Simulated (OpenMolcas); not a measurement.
**O+: thermal populations, Slater's ratio, worked from levels**

| Item | Value |
| --- | --- |
| Program | OpenMolcas 26.06 |
| Basis | ANO-R2 [4s4p2d1f] |
| Scalar Hamiltonian | X2C, finite nucleus |
| Active space | 5 electrons in 4 orbitals (2s 2p) |
| State averaging | 2S+1 = 4 odd, 1 root; 2S+1 = 2 odd, 8 roots; 2S+1 = 4 even, 3 roots; 2S+1 = 2 even, 9 roots |
| Spin-orbit coupling | RASSI with atomic mean-field integrals over the reference wave functions, term energies averaged over their components |

Methods: CASSCF; SS-CASPT2, IPEA 0.25 Eh, imaginary shift 0.1 Eh (closed shells correlated: 1s). Measured levels: NIST Handbook of Basic Atomic Spectroscopic Data.

**Thermal populations.** Z = Σ (2J + 1) exp(-E/kT) with k = 0.695035 cm-1/K, over the levels below. No other level of either list lies under 90000 cm-1, which is above 7 kT at each temperature.

```tsv
Level	2J + 1	SS-CASPT2	measured
2s2 2p3 4S* 3/2	4	0.0	0.0
2s2 2p3 2D* 3/2	4	27490	26831
2s2 2p3 2D* 5/2	6	27500	26811
2s2 2p3 2P* 3/2	4	40910	40468
2s2 2p3 2P* 1/2	2	40910	40470
```

```csv
T (K),"Z, SS-CASPT2","Z, measured levels","Ground level (%), SS-CASPT2","Ground level (%), measured levels"
12000,4.415,4.448,90.6,89.9
```

At 12000 K, kT = 8340 cm-1, and the computed levels give Z = 4.000 + 0.148 + 0.222 + 0.030 + 0.015 = 4.415.

**Slater's ratio.** With one set of orbitals, p3 has 2D* - 4S* = 9 F2 and 2P* - 2D* = 6 F2 (F2 = F²/25), a ratio of 2/3. Term energies are centres of gravity, weighted by 2J + 1.

| Source | 2D* - 4S* | 2P* - 4S* | F2 from the first | Ratio |
| --- | --- | --- | --- | --- |
| CASSCF | 30573 | 41246 | 3397 | 0.349 |
| SS-CASPT2 | 27495 | 40908 | 3055 | 0.488 |
| measured | 26819 | 40469 | 2980 | 0.509 |

Energies in cm-1. A ratio away from 2/3 shows effects beyond one configuration with one set of orbitals, and in heavier atoms second-order spin-orbit shifts. In CASSCF the valence s occupation is 1.94 in 2P* against 2.00 in 2D*: mixing out of s² acts most on 2P* and pulls it down.

CASPT2 does not keep the components of a term degenerate, so their means are used; among the terms shown or strongly mixed into the levels shown the widest spread is 110 cm-1 (2s2 2p3 2D*, SS-CASPT2). Without dynamic correlation excited terms often stand tens of per cent too high (terms of higher spin than the ground term too low), and those without a measured partner can miss by more than the paired ones (holds for CASSCF). Computed and measured levels are paired by configuration, term and J; levels that our copy of the source lacks, or whose pairing is in doubt (as where it misses far off the trend of its configuration), stay unpaired and out of the deviations. Only configurations of the active space appear.

* marks odd parity.
